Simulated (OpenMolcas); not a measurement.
# Pt2+: effect of the metal basis

Pt2+ with its 8 nearest fluoride ions at 2.334 Å, on the Sr site of SrF2 (a = 5.796 Å, distance in the model lattice 2.510 Å). The rest of the host is ab initio model potentials to 7.6 Å and point charges beyond; the distance is set by hand and nothing relaxes.

- Program: OpenMolcas 26.06
- Method: CASSCF
- Spin-orbit coupling: RASSI with atomic mean-field integrals over the reference wave functions

Fixed: ligand basis ANO-RCC-VDZP, active space 8 electrons in 5 orbitals (5d), DKH2 Hamiltonian.

States (labels of O, the rotations of Oh). Energies in cm-1 above the lowest state or level, χT in cm3 K/mol; under a threefold ground state the first gap can be a small split of the lowest multiplet, not the spin-orbit step; 10Dq and B are least-squares fits to the states below 45000 cm-1, weighted by degeneracy, with a free offset, and given where the rms deviation is under 5 % of |10Dq| (or 100 cm-1) and under 700 cm-1; 10Dq is negative for this site.

```json
{"Run": "A", "Metal basis": "ANO-RCC-VDZP", "Ground state": "3T1", "First state of that spin": "3T2 7237", "10Dq": "-8261", "B (rms of fit)": "810 (42)", "First gap with spin-orbit (degeneracies)": "1760 (1, 3)", "χT at 300 K": "0.814", "First state of another spin": "1T2 11918", "Cost": "roughly 30 core-seconds"}
{"Run": "B", "Metal basis": "ANO-RCC-VTZP", "Ground state": "3T1", "First state of that spin": "3T2 7105", "10Dq": "-8141", "B (rms of fit)": "821 (42)", "First gap with spin-orbit (degeneracies)": "1716 (1, 3)", "χT at 300 K": "0.840", "First state of another spin": "1T2 12024", "Cost": "roughly 40 core-seconds"}
```

Against A, |10Dq| changes by -1.5 % in B.

Costs are those of the RASSCF and RASSI steps.

Without dynamic correlation the repulsion within the d shell is too large (B by tens of per cent), so at a given field states of lower spin stand too high. Real 4d8 and 5d8 ions are as a rule square planar and diamagnetic. With metal d orbitals alone the field can be off either way by tens of per cent. Ligand-to-metal charge-transfer states are missing. With no ligand orbital active B as a rule stays too high, so bands that hang on it stand too high and its fall with covalency is understated. No measured value stands beside these numbers; the geometry was set by hand and not optimised.
